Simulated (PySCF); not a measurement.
Ce(SH)4 at several levels of theory

Computed with PySCF 2.14.0 (density fitting, no spin-orbit coupling) at the geometry relaxed with PBE0:

```xyz
9
Ce(SH)4 (singlet)
Ce    0.0000    0.0000    0.0000
S     1.6357    1.3245    1.5111
H     2.7341    1.0115    0.7811
S    -1.6357   -1.3245    1.5111
H    -2.7341   -1.0115    0.7811
S     1.3245   -1.6357   -1.5112
H     1.0114   -2.7341   -0.7811
S    -1.3245    1.6357   -1.5112
H    -1.0114    2.7341   -0.7811
```

```csv
level,basis,state,HOMO (eV),gap (eV),charge on Ce1 (e),population of f-type functions on Ce1 (polarisation alone where 4f lies in the core),dipole about the centre of mass (D),largest force component (eV/Å)
PBE0,"Ce lcecp-2-SVP with ECP46, S def2-SVP, H def2-SVP",singlet,–,–,0.95,0.08,0.00,0.00
BP86,the same,singlet,–,–,0.73,0.07,0.00,0.31
wB97X,the same,singlet,–,–,1.01,0.09,0.00,0.12
```

In the lcecp rows the 4f levels are missing from HOMO and gap, and the state counts the valence alone.

Charges are Mulliken's, which hang on the basis. The relaxation used the grid (50, 194), these runs (75, 302) or, all-electron (x2c bases, spin-free X2C Hamiltonian), (99, 590).

Problem. What does PBE0 with Ce lcecp-2-TZVP with ECP46, S def2-TZVP, H def2-TZVP give here?

Solution. state singlet, charge on Ce1 (e) 1.27, population of f-type functions on Ce1 (polarisation alone where 4f lies in the core) 0.10, dipole about the centre of mass (D) 0.00, largest force component (eV/Å) 0.20. Time: 24 s on 2 threads of Arm Neoverse V2, with other jobs on the host, from free ions and atoms.
